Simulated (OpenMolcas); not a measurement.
**Lines of Ti: computed and rescaled rates**

```
Program             : OpenMolcas 26.06
Method              : MS-CASPT2, IPEA 0.25 Eh, imaginary shift 0.1 Eh (closed shells correlated: 3s 3p)
Basis               : ANO-RCC-VTZP [6s5p3d2f1g]
Scalar Hamiltonian  : DKH2, point nucleus
Active space        : 4 electrons in 6 orbitals (3d 4s)
State averaging     : 2S+1 = 3 even, 55 roots; 2S+1 = 5 even, 10 roots kept (CI in the orbitals of an earlier block); 2S+1 = 1 even, 49 roots kept (CI in the orbitals of an earlier block)
Spin-orbit coupling : RASSI with atomic mean-field integrals over the reference wave functions, term energies averaged over their components
```

Rates come from the transition moments of the reference wave functions (E1 and E2 in the length form). At fixed line strength A goes as λ^-3 for E1 and M1 and as λ^-5 for E2, so a rate at the computed wavelength can be rescaled to the measured one. Measured vacuum wavelengths follow from level energies in NIST Handbook of Basic Atomic Spectroscopic Data. Branching counts decays inside the model space alone, at computed energies, and the table is only a selection of the M1 lines, drawn from those between levels with measured partners whose computed energy lies within a factor of 1.5 of the measured one.

```
      Upper        Lower  Type  λ computed (nm)  λ measured (nm)  A computed (s-1)  A rescaled (s-1)  Branching %
3d2 4s2 3F4  3d2 4s2 3F3    M1            54090            46140          1.28e-04          2.06e-04        100.0
3d2 4s2 3F3  3d2 4s2 3F2    M1            67430            58780          8.40e-05          1.27e-04        100.0
 3d3 4s 5F5   3d3 4s 5F4    M1            85740            99790          5.16e-05          3.27e-05         95.6
 3d3 4s 5F4   3d3 4s 5F3    M1           106000           122300          4.73e-05          3.08e-05         93.7
 3d3 4s 5F3   3d3 4s 5F2    M1           140300           160700          2.52e-05          1.68e-05         87.5
```

The largest correction is for 3d2 4s2 3F4 → 3d2 4s2 3F3 (M1): 1.28e-04 × (54090 / 46140)^3 = 2.06e-04 s-1, a factor of 1.61.

No measured rate stands beside these. Rescaling mends the energy factor alone: line strengths can still be far off where a level mixes with configurations outside the active space, and weak or spin-changing lines hang on small mixing coefficients that depend on the term gaps too, so rescaling need not improve them.

CASPT2 breaks the degeneracy within a term, and the mean is taken; among the terms shown or strongly mixed into the levels shown the widest spread is 2500 cm-1 (3d2 4s2 3F). Over all roots computed the reference weight is 0.81 to 0.92; the roots of lowest weight are the least certain, and an intruder state may touch them. Terms from blocks run as CI alone lack orbitals of their own. Configurations are named by rounded mean occupations; where the s occupation lies near a half they are strongly mixed, a name can repeat and a true partner stay unpaired. A single d shell beside an s shell can misplace configurations of different d count against each other. Measured partners are found by configuration, term and J. A level has none where our copy of the source lacks it or the pairing is in doubt (some pairs that miss far off the trend of their configuration count as doubtful). Levels of configurations outside the active space are missing.
